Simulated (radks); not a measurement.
Ionisation of the nitrogen ion N2+, [He] 2s2 2p1, to [He] 2s2 as the strength of local exchange is varied. Calculated with a radial shooting solver on a logarithmic mesh with Libxc functionals: non-relativistic Kohn-Sham, Slater X-alpha exchange (alpha = 2/3 is LDA exchange), no correlation, spin-polarised, spherical densities, point nucleus; open shells are filled with parallel spins first.

alpha  E(N2+) (hartree)  exchange (hartree)  IE (eV)  -e of the level emptied (eV)  <r> of it (bohr)
0.667         -52.13252            -4.94918   46.313                   37.320 (2p)             1.131
0.734         -52.63120            -5.48012   47.698                   38.709 (2p)             1.115
0.795         -53.08791            -5.96888   48.978                   39.997 (2p)             1.101
0.902         -53.89520            -6.83852   51.264                   42.305 (2p)             1.078
1.029         -54.86359            -7.89109   54.045                   45.128 (2p)             1.052
1.047         -55.00174            -8.04206   54.446                   45.536 (2p)             1.049
?             -51.27641            -4.04450   43.964                   34.973 (2p)             1.159

Which alpha was used in the last row?

Answer. alpha = 0.551. NIST Atomic Spectra Database: 47.445 eV (semi-empirical). The Delta-SCF value meets it near alpha = 0.72. Open shells are spherical and high-spin; term and fine-structure splittings are not resolved.
